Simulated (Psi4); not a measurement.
A dimer, CHF3 ··· H6Si2 (SMILES FC(F)F and [SiH3][SiH3]); the first 5 atoms form monomer A.

```
13

F      1.2036    -0.4800    -0.2497
C     -0.0028     0.0580    -0.0234
F     -0.9304    -0.7212    -0.5966
F     -0.2194     0.0746     1.2991
H     -0.0510     1.0686    -0.4295
Si    -0.4310     2.3418    -5.5194
Si    -2.5993     3.1074    -5.0633
H     -0.3462     0.8770    -5.3018
H      0.5487     3.0107    -4.6291
H     -0.0679     2.6335    -6.9277
H     -2.6827     4.5730    -5.2754
H     -3.5784     2.4427    -5.9575
H     -2.9644     2.8106    -3.6567
```

Q: What interaction energy does SAPT0/jun-cc-pVDZ, frozen core (Psi4 1.11) give, and which attractive term is the largest?

A: Total -0.12 kJ/mol: electrostatics 0.31, exchange 0.01, induction -0.06, dispersion -0.37. The most attractive term is dispersion.
